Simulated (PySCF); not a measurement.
## Radial density of O⁺ (oxygen, charge +1)

r2SCAN, [He] 2s2 2p3, high-spin 4S determinant. Calculation: PySCF 2.14, in cc-pVDZ-DK (3s2p1d, 14 functions); the spin-free X2C one-electron Hamiltonian (Gaussian nucleus).

| r (bohr) | 4πr²ρ (e/bohr) | 4πr²(ρα − ρβ) |
| --- | --- | --- |
| 0.00418 | 0.06726 | 0.0001 |
| 0.00704 | 0.1810 | 0.0002 |
| 0.0118 | 0.4660 | 0.0006 |
| 0.0199 | 1.150 | 0.0016 |
| 0.0335 | 2.603 | 0.0041 |
| 0.0563 | 5.116 | 0.0112 |
| 0.0947 | 7.882 | 0.0380 |
| 0.159 | 8.201 | 0.1673 |
| 0.268 | 4.871 | 0.6486 |
| 0.451 | 3.061 | 1.7093 |
| 0.758 | 4.452 | 2.6358 |
| 1.28 | 2.976 | 1.6756 |
| 2.15 | 0.5061 | 0.2841 |
| 3.61 | 0.01778 | 0.0146 |

Densities and radii are taken from the X2C orbitals without a picture-change correction, which distorts them close to the nucleus.
